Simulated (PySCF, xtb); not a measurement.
C₂H₄I, SMILES C[CH]I (connectivity only; charge and spin as stated), charge +1, multiplicity 1.

GFN2-xTB in xtb at its own geometry gives an orbital gap of 1.82 eV.

Geometry optimised at B3LYP-D3(BJ)/def2-SVP. The multiplicity is an assumed one; other spin states were not compared. The isomer is the one that the SMILES or the coordinates give; other isomers of the formula were not compared. The def2 effective core potentials stand for the cores of I; spin–orbit coupling is left out.

Task: What does CAM-B3LYP/def2-TZVPD (PySCF) give? (The exact figures need the calculation; the answer reports its results.)

Result: gap 6.56 eV (levels -14.92 and -8.35 eV).
